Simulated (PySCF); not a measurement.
## Two-photon absorption: SMILES CC#Cc1ncncn1, C₆H₅N₃

Molfile (atoms numbered from 1):
```
C6H5N3
     RDKit          3D

 14 14  0  0  0  0  0  0  0  0999 V2000
    3.4064   -0.0111    0.0103 C   0  0  0  0  0  0  0  0  0  0  0  0
    1.9581    0.0345    0.0216 C   0  0  0  0  0  0  0  0  0  0  0  0
    0.7452    0.0702    0.0323 C   0  0  0  0  0  0  0  0  0  0  0  0
   -0.6864    0.1159    0.0438 C   0  0  0  0  0  0  0  0  0  0  0  0
   -1.3479   -1.0346    0.2281 N   0  0  0  0  0  0  0  0  0  0  0  0
   -2.6687   -0.9233    0.2287 C   0  0  0  0  0  0  0  0  0  0  0  0
   -3.3566    0.2035    0.0659 N   0  0  0  0  0  0  0  0  0  0  0  0
   -2.5991    1.2830   -0.1090 C   0  0  0  0  0  0  0  0  0  0  0  0
   -1.2740    1.3073   -0.1304 N   0  0  0  0  0  0  0  0  0  0  0  0
    3.7916   -0.3414    0.9878 H   0  0  0  0  0  0  0  0  0  0  0  0
    3.8348    0.9780   -0.2115 H   0  0  0  0  0  0  0  0  0  0  0  0
    3.7679   -0.7225   -0.7486 H   0  0  0  0  0  0  0  0  0  0  0  0
   -3.2452   -1.8451    0.3769 H   0  0  0  0  0  0  0  0  0  0  0  0
   -3.1162    2.2406   -0.2487 H   0  0  0  0  0  0  0  0  0  0  0  0
  1  2  1  0
  2  3  3  0
  3  4  1  0
  4  5  2  0
  5  6  1  0
  6  7  2  0
  7  8  1  0
  8  9  2  0
  9  4  1  0
  1 10  1  0
  1 11  1  0
  1 12  1  0
  6 13  1  0
  8 14  1  0
M  END
```

Computed, not measured: TDDFT CAM-B3LYP/aug-cc-pVDZ excited states, vertical, gas phase (PySCF). Geometry: PBE0-D3(BJ)/def2-SVP.

Question: Give the one- and two-photon strengths of the lowest singlets.

Answer: δ for parallel linear polarisation; σ at the peak of a Lorentzian of half width 0.1 eV, single beam; Ω is circular over linear.
| state | E (eV) | f | photon λ (nm) | δ (au) | σ (GM) | Ω | main |
| --- | --- | --- | --- | --- | --- | --- | --- |
| S1 | 4.44 | 0.000 | 558 | 0.29 | 0.00 | 1.50 | HOMO−1→LUMO 0.83, HOMO−2→LUMO 0.14 |
| S2 | 4.74 | 0.006 | 523 | 4.55 | 0.04 | 1.50 | HOMO−3→LUMO 0.86, HOMO−2→LUMO 0.10 |
| S3 | 4.81 | 0.000 | 515 | 0.17 | 0.00 | 1.50 | HOMO−2→LUMO 0.71, HOMO−1→LUMO 0.14 |
| S4 | 4.84 | 0.006 | 512 | 1.23 | 0.01 | 1.50 | HOMO−1→LUMO+1 0.64, HOMO−2→LUMO+1 0.31 |
| S5 | 4.92 | 0.000 | 504 | 0.84 | 0.01 | 1.50 | HOMO−3→LUMO+1 0.89, HOMO−2→LUMO+1 0.10 |
| S6 | 5.28 | 0.382 | 469 | 532 | 5.44 | 0.70 | HOMO→LUMO 0.89 |

Among these, the strongest one-photon state is S6, the strongest two-photon state S6, with a dipole change of 3.6 D (relaxed, norm of the difference vector).
